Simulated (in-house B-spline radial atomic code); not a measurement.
wB97X excitations of Cl VIII (Cl7+)

Method: wB97X. Computed with an all-electron radial atomic-structure program (B-spline basis): linear response of the closed shell [He] 2s2 2p6 with the functional's adiabatic kernel; non-relativistic, point nucleus, no spin-orbit coupling, no double excitations, S, P, D and F terms only. Only terms of natural parity with L up to 3 were computed.

Command:
```bash
python run_td.py task.json out
```
Settings (radii: box in bohr, nucleus in fm):
```
Z                        17
electrons                10
configuration            [He] 2s2 2p6
hamiltonian              nr
method                   wb97x
box_radius               12.81
intervals                50
```

Cost of the run: 0.5 s on 1 thread of Arm Neoverse N1 (shared host).

The lowest states, in the order of their Tamm-Dancoff energies; the method's threshold (minus the highest occupied level) is 331.26 eV. Labels give the largest channel, * marks a mixed state, and oscillator strengths are full-response dipole values. Semilocal kernels can invert the small singlet-triplet splittings of Rydberg terms. Energies in eV:

| state | full response | Tamm-Dancoff | oscillator strength |
| --- | --- | --- | --- |
| 2p → 3s 3P | 204.82 | 204.86 | - |
| 2p → 3s 1P | 206.18 | 206.22 | 0.209 |
| 2p → 3p 3S | 217.98 | 218.10 | - |
| 2p → 3p 3D | 219.40 | 219.44 | - |
| 2p → 3p 1D | 220.44 | 220.47 | - |
| 2p → 3p 1S | 228.50 | 229.05 | - |
| 2p → 3d 3P | ? | ? | - |
| 2p → 3d 3F | 239.65 | 239.69 | - |
| 2p → 3d 1F | 240.41 | 240.45 | - |
| 2p → 3d 1P | ? | ? | ? |

**Question.** Where does 2p → 3d 1P lie?

**Answer.** At 244.15 eV in full response, 244.34 eV in Tamm-Dancoff, oscillator strength 1.56.

**Question.** Where does 2p → 3d 3P lie?

**Answer.** At 239.50 eV in full response, 239.54 eV in Tamm-Dancoff.

**Question.** How large is the singlet-triplet splitting of 2p → 3s (P terms) in Tamm-Dancoff?

**Answer.** 1.37 eV, from the unrounded values.

**Question.** What polarisabilities and dispersion coefficient does the method give?

**Answer.** Dipole 0.05226 bohr³, quadrupole 0.01832 bohr⁵, C6 0.02256 hartree·bohr⁶ for two such species.
